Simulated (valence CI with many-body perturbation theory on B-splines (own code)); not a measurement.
**Forbidden lines of Yb⁴⁷⁺**

Method: valence CI with perturbative core correlation (CI+MBPT): five valence electrons over a frozen Dirac-Fock core [Ar], a basis of 7 s, 7 p, 8 d, 6 f, 4 g, 1 h functions for each j, with the one-electron correlation potential Σ1, the two-electron term Σ2, the three-electron term Σ3, Breit, model QED; selected CI, second order for the rest (own B-spline code, finite nucleus).

The last digits are not significant, and no measured levels were compared; by estimate large intervals hold to a few tenths of a per cent, small ones and those within an open d or f shell to about a per cent. The list stops below the first excitations out of the core. Only levels of the ground parity were solved; by the run's estimate the other parity begins above the list, which can be wrong where configurations are misplaced.

Lines 51 to 100 of 120 in falling wavelength, among levels below 1855800 cm⁻¹, chosen from the decays that carry over 1 % of a level's rate. Wavelengths and rates use the calculated energies. Electric multipoles are in the length gauge, E1 and E2 with the static RPA response of the core. S is in atomic units (e²a₀⁴ for E2 and M2, e²a₀⁶ for E3), for M1 in squared Bohr magnetons. Weak lines are less certain than strong ones. Lines between different terms over intervals too small for the method are left out, as are lines whose strength nearly cancels. The highest levels of a list are the least certain.

Levels are named by their leading jj configuration (3d3/2^4 stands for four electrons in 3d with j = 3/2), which in mixed levels can hold well under half, so a name can repeat and another be missing. Letters in brackets count levels of one name in rising energy.

| λ vac (Å) | Upper | Lower | Type | A (s⁻¹) | S (a.u.) |
| --- | --- | --- | --- | --- | --- |
| 234.7 | (3d3/2 3d5/2^4) J=7/2 [a] | (3d3/2^2 3d5/2^3) J=5/2 [b] | M1 | 5.57e+05 | 2.14e+00 |
| 233.7 | (3d3/2^2 3d5/2^3) J=5/2 [a] | (3d3/2^3 3d5/2^2) J=5/2 [a] | M1 | 2.92e+06 | 8.28e+00 |
| 230.7 | (3d3/2^2 3d5/2^3) J=13/2 | (3d3/2^3 3d5/2^2) J=11/2 | M1 | 2.28e+05 | 1.45e+00 |
| 230.3 | (3d3/2^3 3d5/2^2) J=7/2 [a] | (3d3/2^4 3d5/2) J=5/2 | M1 | 6.94e+05 | 2.51e+00 |
| 230.1 | (3d3/2^2 3d5/2^3) J=5/2 [c] | (3d3/2^3 3d5/2^2) J=7/2 [b] | M1 | 6.81e+05 | 1.85e+00 |
| 229.4 | (3d3/2 3d5/2^4) J=5/2 [a] | (3d3/2^2 3d5/2^3) J=7/2 [a] | M1 | 5.99e+05 | 1.61e+00 |
| 228.9 | (3d3/2 3d5/2^4) J=9/2 | (3d3/2^2 3d5/2^3) J=7/2 [b] | M1 | 3.32e+05 | 1.48e+00 |
| 226.8 | (3d3/2^2 3d5/2^3) J=1/2 [a] | (3d3/2^3 3d5/2^2) J=3/2 [a] | M1 | 1.36e+06 | 1.17e+00 |
| 223.8 | (3d3/2^3 3d5/2^2) J=3/2 [a] | (3d3/2^4 3d5/2) J=5/2 | M1 | 1.71e+06 | 2.85e+00 |
| 222.0 | (3d3/2^2 3d5/2^3) J=3/2 [a] | (3d3/2^3 3d5/2^2) J=3/2 [a] | M1 | 1.49e+06 | 2.42e+00 |
| 221.8 | (3d3/2 3d5/2^4) J=3/2 [a] | (3d3/2^2 3d5/2^3) J=5/2 [b] | M1 | 5.43e+05 | 8.79e-01 |
| 219.7 | (3d3/2^2 3d5/2^3) J=3/2 [b] | (3d3/2^3 3d5/2^2) J=1/2 | M1 | 1.38e+05 | 2.17e-01 |
| 219.6 | (3d3/2 3d5/2^4) J=9/2 | (3d3/2^2 3d5/2^3) J=9/2 [b] | M1 | 9.62e+05 | 3.78e+00 |
| 219.6 | (3d3/2^2 3d5/2^3) J=7/2 [b] | (3d3/2^3 3d5/2^2) J=5/2 [b] | M1 | 3.19e+04 | 1.00e-01 |
| 218.7 | (3d3/2^2 3d5/2^3) J=5/2 [d] | (3d3/2^2 3d5/2^3) J=5/2 [a] | M1 | 3.02e+05 | 7.03e-01 |
| 217.1 | (3d3/2^2 3d5/2^3) J=5/2 [b] | (3d3/2^3 3d5/2^2) J=3/2 [a] | M1 | 2.41e+05 | 5.48e-01 |
| 216.9 | (3d3/2 3d5/2^4) J=3/2 [a] | (3d3/2^2 3d5/2^3) J=3/2 [a] | M1 | 1.76e+06 | 2.67e+00 |
| 216.2 | (3d3/2^2 3d5/2^3) J=9/2 [b] | (3d3/2^3 3d5/2^2) J=9/2 | M1 | 1.19e+06 | 4.46e+00 |
| 213.9 | (3d3/2 3d5/2^4) J=11/2 | (3d3/2^2 3d5/2^3) J=13/2 | M1 | 4.02e+05 | 1.75e+00 |
| 212.6 | (3d3/2^2 3d5/2^3) J=5/2 [c] | (3d3/2^3 3d5/2^2) J=5/2 [b] | M1 | 4.72e+04 | 1.01e-01 |
| 212.5 | (3d3/2 3d5/2^4) J=3/2 [a] | (3d3/2^2 3d5/2^3) J=1/2 [a] | M1 | 1.30e+06 | 1.85e+00 |
| 211.4 | (3d3/2^2 3d5/2^3) J=5/2 [b] | (3d3/2^3 3d5/2^2) J=7/2 [a] | M1 | 5.68e+05 | 1.19e+00 |
| 209.3 | (3d3/2^2 3d5/2^3) J=3/2 [b] | (3d3/2^3 3d5/2^2) J=5/2 [b] | M1 | 3.81e+05 | 5.19e-01 |
| 209.1 | (3d3/2 3d5/2^4) J=7/2 [a] | (3d3/2^2 3d5/2^3) J=9/2 [a] | M1 | 1.22e+06 | 3.32e+00 |
| 207.9 | (3d3/2^2 3d5/2^3) J=7/2 [b] | (3d3/2^3 3d5/2^2) J=9/2 | M1 | 3.48e+05 | 9.26e-01 |
| 206.8 | (3d3/2^2 3d5/2^3) J=7/2 [c] | (3d3/2^3 3d5/2^2) J=7/2 [b] | M1 | 4.64e+05 | 1.22e+00 |
| 206.4 | (3d3/2^3 3d5/2^2) J=9/2 | (3d3/2^4 3d5/2) J=5/2 | E2 | 7.90e+01 | 2.64e-04 |
| 203.7 | (3d3/2^2 3d5/2^3) J=7/2 [a] | (3d3/2^3 3d5/2^2) J=5/2 [a] | M1 | 4.19e+05 | 1.05e+00 |
| 203.7 | (3d3/2 3d5/2^4) J=11/2 | (3d3/2^2 3d5/2^3) J=9/2 [a] | M1 | 4.82e+05 | 1.81e+00 |
| 200.9 | (3d3/2^2 3d5/2^3) J=1/2 [b] | (3d3/2^3 3d5/2^2) J=1/2 | M1 | 6.75e+05 | 4.06e-01 |
| 200.8 | (3d3/2 3d5/2^4) J=7/2 [a] | (3d3/2^2 3d5/2^3) J=7/2 [a] | M1 | 1.00e+06 | 2.41e+00 |
| 200.5 | (3d3/2 3d5/2^4) J=5/2 [a] | (3d3/2^2 3d5/2^3) J=5/2 [a] | M1 | 3.54e+06 | 6.35e+00 |
| 199.1 | (3d3/2^2 3d5/2^3) J=9/2 [b] | (3d3/2^3 3d5/2^2) J=11/2 | M1 | 4.20e+05 | 1.23e+00 |
| 197.6 | (3d3/2 3d5/2^4) J=11/2 | (3d3/2^2 3d5/2^3) J=11/2 | M1 | 1.63e+06 | 5.59e+00 |
| 196.0 | (3d3/2^3 3d5/2^2) J=5/2 [b] | (3d3/2^4 3d5/2) J=5/2 | M1 | 1.85e+04 | 3.09e-02 |
| 194.9 | (3d3/2^2 3d5/2^3) J=9/2 [b] | (3d3/2^3 3d5/2^2) J=7/2 [a] | M1 | 3.11e+05 | 8.56e-01 |
| 192.5 | (3d3/2^2 3d5/2^3) J=7/2 [c] | (3d3/2^3 3d5/2^2) J=5/2 [b] | M1 | 2.23e+05 | 4.73e-01 |
| 188.8 | (3d3/2 3d5/2^4) J=5/2 [b] | (3d3/2^2 3d5/2^3) J=5/2 [b] | M1 | 7.73e+05 | 1.16e+00 |
| 188.2 | (3d3/2^2 3d5/2^3) J=7/2 [b] | (3d3/2^3 3d5/2^2) J=7/2 [a] | M1 | 2.91e+04 | 5.75e-02 |
| 187.7 | (3d3/2^3 3d5/2^2) J=1/2 | (3d3/2^4 3d5/2) J=5/2 | E2 | 2.81e+02 | 1.17e-04 |
| 187.3 | (3d3/2^2 3d5/2^3) J=5/2 [c] | (3d3/2^3 3d5/2^2) J=3/2 [a] | M1 | 3.63e+05 | 5.31e-01 |
| 184.7 | (3d3/2^2 3d5/2^3) J=3/2 [b] | (3d3/2^3 3d5/2^2) J=3/2 [a] | M1 | 2.56e+05 | 2.39e-01 |
| 183.4 | (3d3/2^2 3d5/2^3) J=7/2 [c] | (3d3/2^3 3d5/2^2) J=9/2 | M1 | 4.64e+05 | 8.50e-01 |
| 183.1 | (3d3/2^3 3d5/2^2) J=7/2 [b] | (3d3/2^4 3d5/2) J=5/2 | M1 | 5.63e+04 | 1.03e-01 |
| 183.0 | (3d3/2^2 3d5/2^3) J=5/2 [c] | (3d3/2^3 3d5/2^2) J=7/2 [a] | M1 | 7.38e+05 | 1.01e+00 |
| 182.7 | (3d3/2 3d5/2^4) J=9/2 | (3d3/2^2 3d5/2^3) J=9/2 [a] | M1 | 4.06e+04 | 9.18e-02 |
| 182.6 | (3d3/2^2 3d5/2^3) J=3/2 [c] | (3d3/2^3 3d5/2^2) J=3/2 [b] | M1 | 2.99e+05 | 2.70e-01 |
| 182.1 | (3d3/2^2 3d5/2^3) J=9/2 [c] | (3d3/2^3 3d5/2^2) J=7/2 [b] | M1 | 5.09e+05 | 1.14e+00 |
| 180.9 | (3d3/2^2 3d5/2^3) J=3/2 [a] | (3d3/2^3 3d5/2^2) J=5/2 [a] | M1 | 9.48e+05 | 8.33e-01 |
| 178.3 | (3d3/2 3d5/2^4) J=7/2 [a] | (3d3/2^2 3d5/2^3) J=5/2 [a] | M1 | 1.64e+05 | 2.75e-01 |
